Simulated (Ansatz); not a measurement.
The same ligand exchange along the group Sc, Y.

Computed with Ansatz on PBE0-D4/def2-TZVP structures; ΔE is electronic, products minus reactants. CBS: MP2 limit from def2 TZ/QZ plus the TZ coupled-cluster correction, frozen cores. This one scheme is used for every species. Functionals use def2-TZVPP. B3LYP here is the variant with VWN-RPA as its local correlation; programs differ in this. def2 core potentials past Kr. For Sc, Y outer-core shells are correlated without core-valence functions, which leaves a few kJ/mol of doubt a bond. Scalar relativity is left out up to krypton. Each species was taken in one conformer, which may not be the lowest.

| reaction | HF/CBS(def2) (eV) | B3LYP-D4 (eV) | B2PLYP (eV) | ωB97M-V (eV) |
| --- | --- | --- | --- | --- |
| `[NH2][Sc]([OH])[OH]` + H–F → `[OH][Sc]([OH])[F]` + NH₃ | -1.43 | -1.33 | -1.35 | -1.33 |
| `[NH2][Y]([OH])[OH]` + H–F → `[OH][Y]([OH])[F]` + NH₃ | -1.53 | -1.44 | -1.42 | -1.42 |

(1) Give the CCSD(T)/CBS values in the same order. (Best estimate.)

Largest T1 diagnostic: 0.016, for `[OH][Sc]([OH])[F]`.

Answers

(1) The calculation gave: -1.23, -1.36 eV.
